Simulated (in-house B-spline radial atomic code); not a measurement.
# Binding energies in W²⁺

NIST's tabulated ground configuration is [Xe] 4f14 5d4; each binding energy is the energy of the ion with one electron taken from that subshell, relaxed, less that of the parent. All numbers are computed (Dirac-Hartree-Fock, average of configuration; Fermi nucleus of rms radius 5.3658 fm) with a B-spline radial code for spherical atoms, not measured. Energies include first-order Breit, QED and recoil terms.

```tsv
subshell	X-ray name	binding energy (eV)	-ε (eV)	relaxation (eV)
1s	K	69545.9	69983.9	88.7
2s	L1	12132	12228.5	53.3
2p1/2	L2	11568.5	11668.6	57.8
2p3/2	L3	10231	10313.1	54.7
3s	M1	2851.2	2890.3	30.4
3p1/2	M2	2602.6	2642.0	31.4
4s	N1	626.8	641.4	12.7
4p1/2	N2	523.3	537.4	12.5
4p3/2	N3	455.4	467.7	11.4
5s	O1	106.8	109.8	2.8
5p1/2	O2	73.76	76.30	2.34
5p3/2	O3	63.92	65.96	1.96
4f5/2	N6	58.29	67.42	9.28
4f7/2	N7	56.16	64.99	9.07
5d	O4,5	23.97	24.76	0.81
```

Relaxation = -ε minus the binding energy without Breit, QED and recoil terms.

Emission lines follow as differences of binding energies, with λ = 12398.42 eV·Å / E:

```tsv
line	holes	energy (eV)	wavelength (Å)
K-L3	1s → 2p3/2	59314.9	0.20903
K-L2	1s → 2p1/2	57977.4	0.21385
L3-M1	2p3/2 → 3s	7379.8	1.68
```

Problem. What screening constant σ does Moseley's law, E = (3/4)·13.6057 eV·(Z - σ)², need for K-L3?

Solution. σ = -2.24.

Moseley's non-relativistic formula needs a falling, then negative, screening constant for heavy elements, because relativity binds the 1s electron more strongly than the formula allows.

Problem. What does it cost to remove both a 2p3/2 and a 4f7/2 electron?

Solution. 10313 eV, which is 26.03 eV more than the two single binding energies together.
